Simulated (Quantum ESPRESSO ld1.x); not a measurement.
ld1.x (Quantum ESPRESSO 7.5) input

```
 &input
    zed=50.0,
    iswitch=1,
    rel=2,
    dft='PZ',
    config='[Kr] 4d2 5s0 5p0 4f0',
    rel_dist='energy',
    verbosity='high',
    lsmall=.true.,
    prefix='ld1',
    max_out_wfc=37,
    file_charge='ld1.rho',
 /
```

It prints (banner and zero overlaps left out):

```
     Program LD1 v.7.5 starts

 classical turning point too close to mesh           4           3           3
 classical turning point too close to mesh           4           3          -4
     --------------------------- All-electron run ----------------------------

     dirac relativistic calculation

     atomic number is 50.00
     dft =PZ   lsd =0 sic =0 latt =0  beta=0.20 tr2=1.0E-14
     Exchange-correlation= PZ
                           (   1   1   0   0   0   0   0)
     mesh =2065 r(mesh) =  99.48203 a.u. xmin = -8.00 dx = 0.00800
     1 Ry =  13.60569312 eV, c = 137.03599908

     n l j   nl                  e(Ry)          e(Ha)          e(eV)
     Spin orbit split results
     1 0 0.5 1S 1( 2.00)   -2147.642213172   -1073.821106586 -29220.1608904
     2 0 0.5 2S 1( 2.00)    -340.477592194    -170.238796097  -4632.4336346
     2 1 0.5 2P 1( 2.00)    -319.472188324    -159.736094162  -4346.6405557
     2 1 1.5 2P 1( 4.00)    -302.543155008    -151.271577504  -4116.3093235
     3 0 0.5 3S 1( 2.00)     -80.513816123     -40.256908062  -1095.4462743
     3 1 0.5 3P 1( 2.00)     -71.988852795     -35.994426398   -979.4582394
     3 1 1.5 3P 1( 4.00)     -68.867942527     -34.433971263   -936.9960920
     4 0 0.5 4S 1( 2.00)     -26.744547999     -13.372274000   -363.8781128
     4 1 0.5 4P 1( 2.00)     -23.717604890     -11.858802445   -322.6944537
     4 1 1.5 4P 1( 4.00)     -23.029410953     -11.514705477   -313.3310982
     3 2 1.5 3D 1( 4.00)     -53.804939181     -26.902469591   -732.0534910
     3 2 2.5 3D 1( 6.00)     -53.155900757     -26.577950378   -723.2228734
     4 2 1.5 4D 1( 2.00)     -18.026211095      -9.013105548   -245.2590963
     4 2 2.5 4D 1( 0.00)     -17.902523163      -8.951261581   -243.5762363
     5 0 0.5 5S 1( 0.00)     -12.672136869      -6.336068434   -172.4132055
     5 1 0.5 5P 1( 0.00)     -11.498013197      -5.749006599   -156.4384391
     5 1 1.5 5P 1( 0.00)     -11.271662214      -5.635831107   -153.3587771
     4 3 2.5 4F 1( 0.00)     -12.362813013      -6.181406506   -168.2046400
     4 3 3.5 4F 1( 0.00)     -12.347701584      -6.173850792   -167.9990385
     Averaged results
     1 0     1S 1( 2.00)   -2147.642213172   -1073.821106586 -29220.1608904
     2 0     2S 1( 2.00)    -340.477592194    -170.238796097  -4632.4336346
     2 1     2P 1( 6.00)    -308.186166114    -154.093083057  -4193.0864009
     3 0     3S 1( 2.00)     -80.513816123     -40.256908062  -1095.4462743
     3 1     3P 1( 6.00)     -69.908245949     -34.954122975   -951.1501412
     4 0     4S 1( 2.00)     -26.744547999     -13.372274000   -363.8781128
     4 1     4P 1( 6.00)     -23.258808932     -11.629404466   -316.4522167
     3 2     3D 1(10.00)     -53.415516127     -26.707758063   -726.7551204
     4 2     4D 1( 2.00)     -17.951998336      -8.975999168   -244.2493803
     5 0     5S 1( 0.00)     -12.672136869      -6.336068434   -172.4132055
     5 1     5P 1( 0.00)     -11.347112541      -5.673556271   -154.3853311
     4 3     4F 1( 0.00)     -12.354177911      -6.177088955   -168.0871534

     final scf error:  7.0E-15 reached in  17 iterations

     Etot =  -12251.425380 Ry,   -6125.712690 Ha, -166689.134038 eV

     Ekin =   12904.675183 Ry,    6452.337591 Ha,  175577.050391 eV
     Encl =  -29035.584275 Ry,  -14517.792138 Ha, -395049.249298 eV
     Eh   =    4180.831322 Ry,    2090.415661 Ha,   56883.107967 eV
     Exc  =    -301.347609 Ry,    -150.673805 Ha,   -4100.043097 eV

     normalization and overlap integrals

     s(1S/1S) =  1.000000  <r> =   0.0291  <r2> =    0.0011  r(max) =   0.0188
     LC norm =  0.96632806 + SC norm =  0.03367194 =  1.00000000
     s(2S/2S) =  1.000000  <r> =   0.1252  <r2> =    0.0185  r(max) =   0.1065
     LC norm =  0.99287094 + SC norm =  0.00712906 =  1.00000000
     s(2P/2P) =  1.000000  <r> =   0.1058  <r2> =    0.0138  r(max) =   0.0818
     LC norm =  0.99284396 + SC norm =  0.00715604 =  1.00000000
     s(2P/2P) =  1.000000  <r> =   0.1112  <r2> =    0.0151  r(max) =   0.0865
     LC norm =  0.99316801 + SC norm =  0.00683199 =  1.00000000
     s(3S/3S) =  1.000000  <r> =   0.3385  <r2> =    0.1311  r(max) =   0.3085
     LC norm =  0.99792572 + SC norm =  0.00207428 =  1.00000000
     s(3P/3P) =  1.000000  <r> =   0.3288  <r2> =    0.1257  r(max) =   0.2940
     LC norm =  0.99797776 + SC norm =  0.00202224 =  1.00000000
     s(3P/3P) =  1.000000  <r> =   0.3399  <r2> =    0.1340  r(max) =   0.3036
     LC norm =  0.99806628 + SC norm =  0.00193372 =  1.00000000
     s(4S/4S) =  1.000000  <r> =   0.7706  <r2> =    0.6677  r(max) =   0.7261
     LC norm =  0.99935384 + SC norm =  0.00064616 =  1.00000000
     s(4P/4P) =  1.000000  <r> =   0.7952  <r2> =    0.7153  r(max) =   0.7438
     LC norm =  0.99939879 + SC norm =  0.00060121 =  1.00000000
     s(4P/4P) =  1.000000  <r> =   0.8161  <r2> =    0.7529  r(max) =   0.7618
     LC norm =  0.99942105 + SC norm =  0.00057895 =  1.00000000
     s(3D/3D) =  1.000000  <r> =   0.3103  <r2> =    0.1142  r(max) =   0.2486
     LC norm =  0.99817764 + SC norm =  0.00182236 =  1.00000000
     s(3D/3D) =  1.000000  <r> =   0.3138  <r2> =    0.1167  r(max) =   0.2506
     LC norm =  0.99820338 + SC norm =  0.00179662 =  1.00000000
     s(4D/4D) =  1.000000  <r> =   0.8731  <r2> =    0.8724  r(max) =   0.7993
     LC norm =  0.99951334 + SC norm =  0.00048666 =  1.00000000
     s(4D/4D) =  1.000000  <r> =   0.8794  <r2> =    0.8847  r(max) =   0.8057
     LC norm =  0.99951858 + SC norm =  0.00048142 =  1.00000000
     s(5S/5S) =  1.000000  <r> =   1.4837  <r2> =    2.4532  r(max) =   1.4681
     LC norm =  0.99973762 + SC norm =  0.00026238 =  1.00000000
     s(5P/5P) =  1.000000  <r> =   1.5561  <r2> =    2.7077  r(max) =   1.5403
     LC norm =  0.99975523 + SC norm =  0.00024477 =  1.00000000
     s(5P/5P) =  1.000000  <r> =   1.5860  <r2> =    2.8125  r(max) =   1.5651
     LC norm =  0.99976122 + SC norm =  0.00023878 =  1.00000000
     s(4F/4F) =  1.000000  <r> =   0.9798  <r2> =    1.1075  r(max) =   0.8253
     LC norm =  0.99968627 + SC norm =  0.00031373 =  1.00000000
     s(4F/4F) =  1.000000  <r> =   0.9818  <r2> =    1.1116  r(max) =   0.8253
     LC norm =  0.99968736 + SC norm =  0.00031264 =  1.00000000

     LC charge = 37.83697704 + SC charge =  0.16302296 = 38.00000000

     ------------------------ End of All-electron run ------------------------
```

Run on one thread of a shared host, so times are rough (Intel(R) Xeon(R) Processor @ 2.60GHz): 0.66 s of CPU time, 0.68 s wall, 17 iterations on 2065 mesh points.
